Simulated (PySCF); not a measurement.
# One molecule, several mistakes: BCH7NSi

All numbers below are calculated, not measured. They come from PySCF 2.14.0, an open-source quantum chemistry program, on an isolated molecule that a program drew, which may never have been made. The molecule is BCH7NSi (charge 0, doublet), drawn as the SMILES string `BC[SiH]N`.

Each row is a Hartree-Fock (HF) and frozen-core CCSD(T) single point in the cc-pV(D+d)Z basis, meant for a local HF minimum. Run 1 is clean. Each other run has one planted mistake out of seven kinds, and not every kind appears here: one electron removed, one electron added, multiplicity raised by two, geometry at a saddle point, minimal basis STO-3G, one bond length entered in bohr, all coordinates scaled. The reference is restricted for singlets and unrestricted otherwise, and also for a bond in bohr. Adding or removing an electron swaps singlet and doublet. Electrons count all cores. HOMO and LUMO are orbital energies over both spins, the gradient is its largest component, and the lowest frequency (negative if imaginary) is given only where the gradient is small. Bond lengths are over the 10 bonds as drawn. T1 is the CCSD diagnostic: over 0.02 (restricted) or 0.045 (unrestricted) a single reference is doubtful.

Geometry of the clean run:
```xyz
11
BCH7NSi, angstrom
B     0.4292   -2.2435    0.2455
C     0.0434   -0.7880    0.6576
Si   -0.8242   -0.8747    2.3490
N     0.0701   -1.9245    3.3985
H    -0.3886   -2.9754   -0.2462
H     1.5354   -2.6717    0.4399
H    -0.7018   -0.3357   -0.0053
H     0.8983   -0.1124    0.7473
H    -2.1803   -1.4715    2.2156
H     1.0430   -1.7381    3.5629
H    -0.3617   -2.2327    4.2509
```

| run | electrons | basis functions | <S^2> | HOMO (eV) | LUMO (eV) | gradient (hartree/bohr) | lowest frequency (cm^-1) | mean bond (Å) | longest bond (Å) | T1 | HF (hartree) | CCSD(T) (hartree) | mistake |
|---|---|---|---|---|---|---|---|---|---|---|---|---|---|
| 1 | 39 | 100 | 0.756 | -7.96 | 2.01 | 2.5e-05 | 67 | 1.3286 | 1.903 | 0.0158 | -409.99938 | -410.55211 | no fault |
| 2 | 38 | 100 | 0.000 | -16.97 | -5.95 | 8.9e-02 | - | 1.3286 | 1.903 | 0.0198 | -409.74298 | -410.29845 | one electron removed |
| 3 | 39 | 100 | 1.372 | -8.03 | 1.82 | 2.5e-02 | - | 1.4355 | 2.271 | 0.0599 | -409.87846 | -410.43419 | one bond length entered in bohr |
| 4 | 39 | 100 | 3.772 | -3.62 | -1.91 | 8.1e-02 | - | 1.3286 | 1.903 | 0.0598 | -409.77955 | -410.32086 | ? |

**Which mistake was planted in run 4, and what did it cost?**

Electrons, basis and geometry are unchanged, and <S^2> is 3.772, beside S(S+1) = 3.75 for a multiplicity of 4. So the mistake is: multiplicity raised by two. Subtracting run 1 and multiplying by 627.51 kcal/mol a hartree, the energy moved by 137.9 kcal/mol in HF and 145.1 kcal/mol in CCSD(T).

Cautions from the logs. Run 3: T1 is over the limit, so its CCSD(T) energy is less reliable; run 4: T1 is over the limit, so its CCSD(T) energy is less reliable.
